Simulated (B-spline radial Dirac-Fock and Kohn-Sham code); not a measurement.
# X-ray lines that fill the L3 vacancy in Mo

System: atomic molybdenum in the configuration [Kr] 4d5 5s1.

The run's input, task.json:

```json
{"items": [{
  "Z": 42,
  "q": 0,
  "cfg": [[1, 0, 2], [2, 0, 2], [2, 1, 6], [3, 0, 2], [3, 1, 6], [3, 2, 10], [4, 0, 2], [4, 1, 6], [4, 2, 5], [5, 0, 1]],
  "A": 98,
  "rrms": 4.4091,
  "do": ["binding", "quiet", "decay"],
  "holes": ["K", "L1", "L2", "L3", "M1", "M2", "M3", "M4", "M5", "N1", "N2", "N3"]
}]}
```

Run with: `python xray_run.py task.json out`

The computed values come from a radial atomic solver: independent-particle radiative and Coulomb Auger rates from relativistic LDA hole-state orbitals, with Dirac-Fock energies.

```
line  multipole  energy (eV)  width (meV)  share (%)  tabulated share (%)
  Lℓ         E1       2013.7         2.07       3.25                 3.52
 Lα2         E1       2291.3         5.98       9.37                 9.39
 Lα1         E1       2294.5         53.1       83.3                 83.3
 Lβ6         E1            –        0.374      0.587                0.604
Lβ15         E1       2522.8        0.225      0.352                0.319
 Lβ2         E1       2523.0         1.99       3.12                 2.82
 Lβ7         E1       2523.6       0.0205     0.0322                    –
```

The listed lines hold 100.0 % of the radiative rate. A dash stands for an energy that rests on an unreliable hole state. The radiative width is 0.0638 eV in the length form and 0.0650 eV in the velocity form; the two differ because the transition energies are not eigenvalue differences of the potential that gave the orbitals. Tabulated shares: Scofield radiative rates as tabulated in xraylib 4.2.
